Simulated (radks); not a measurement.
Species: Au+. Configuration: [Xe] 4f13 5d10 6p1 (not the ground configuration). All-electron calculation, non-relativistic Kohn-Sham, PBE, spin-polarised, spherical densities, point nucleus; open shells are filled with parallel spins first (spin-orbit coupling, left out, can overturn this in heavy ions); relativity is left out, which matters for an element this heavy. Program: a radial shooting solver on a logarithmic mesh with Libxc functionals.

X-ray form factor f0, the Fourier transform of the density (f0(0) = 78):

sin(theta)/lambda (1/angstrom)  f0 (electrons)
0.05                                    76.980
0.1                                     74.331
0.15                                    70.783
0.2                                     66.838
0.25                                    62.800
0.3                                     58.876
0.4                                     51.851
0.5                                     46.119
0.6                                     41.456
0.8                                     34.036
1                                       28.032
1.25                                    22.218
1.5                                     18.301
2                                       14.133
